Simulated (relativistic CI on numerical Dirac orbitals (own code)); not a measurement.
# Ir2+: 4d photoemission

Computed with this model: Dirac-Coulomb-Breit CI, KLI orbitals optimised for each configuration, QED by a radiative potential, valence Slater integrals scaled by 0.8, multiplet model of photoemission in the sudden approximation; configurations [Xe] 4f14 5d7 → [Kr] 4d9 4f14 5s2 5p6 5d7; 80 K; Lorentzian 3.5 eV and Gaussian 0.6 eV FWHM. Energies are those of the free ion, without screening or charge transfer. The energies are binding energies and can lie tens of eV above those of solids. S is read from ⟨S²⟩ = S(S + 1).

Field parameters in Wybourne normalisation: D3d B²₀ = −7Dσ, B⁴₀ = −14Dq − 21Dτ, B⁴₃ = −14√(10/7) Dq; D4h B²₀ = −7Ds, B⁴₀ = 21(Dq − Dt), B⁴₄ = 21√(5/14) Dq. The field is a parameter set, without covalency.

free ion: ground-state S = 1.39, centroid 334.59 eV. Peaks (eV, height): 328.0 (100), 344.4 (73).

D3d, 10Dq = 22100, Dσ = 890, Dτ = 380 cm⁻¹: ground-state S = 0.68, centroid 334.84 eV. Peaks (eV, height): 328.4 (100), 344.4 (70).

D4h, 10Dq = 43100, Ds = 930, Dt = -140 cm⁻¹: ground-state S = 0.53, centroid 334.93 eV. Peaks (eV, height): 328.4 (100), 344.4 (69).

Strongest unbroadened transitions for D4h, 10Dq = 43100, Ds = 930, Dt = -140 cm⁻¹:

```tsv
Energy (eV)	Relative strength
327.92	100.0
328.28	33.3
328.33	64.0
328.43	37.8
328.46	17.6
328.60	96.5
328.66	39.9
328.68	38.8
329.04	10.1
330.14	15.4
344.01	34.7
344.05	63.3
344.45	72.0
344.50	35.2
344.52	34.7
344.55	31.3
344.61	17.0
345.20	9.0
```
